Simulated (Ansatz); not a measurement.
`[GeH2][SeH]` radical. Total charge 0; spin multiplicity 2. Correlated methods include outer-core shells of Ge, Se, which these sets cover unevenly. Scalar relativity is left out up to krypton.

```json
{"atom": "Ge1", "x (Å)": "-0.640", "y (Å)": "-0.007", "z (Å)": "0.563"}
{"atom": "Se2", "x (Å)": "1.282", "y (Å)": "-0.851", "z (Å)": "-0.495"}
{"atom": "H3", "x (Å)": "-1.151", "y (Å)": "1.233", "z (Å)": "-0.214"}
{"atom": "H4", "x (Å)": "-0.160", "y (Å)": "0.406", "z (Å)": "1.974"}
{"atom": "H5", "x (Å)": "0.669", "y (Å)": "-0.782", "z (Å)": "-1.828"}
```

Problem. Give the diagnostics of a CCSD(T)/def2-TZVPP run (frozen core, Ansatz 0.2.0). (Best estimate.)

Solution. Computed: T1 = 0.0131, largest single amplitude 0.061, largest double 0.032, (T) share of the correlation energy 3.5 %, 10 CCSD cycles. ⟨S²⟩ of the UHF reference is 0.759 against 0.75 for a pure state. T1 lies under the customary mark of 0.045 for open shells.
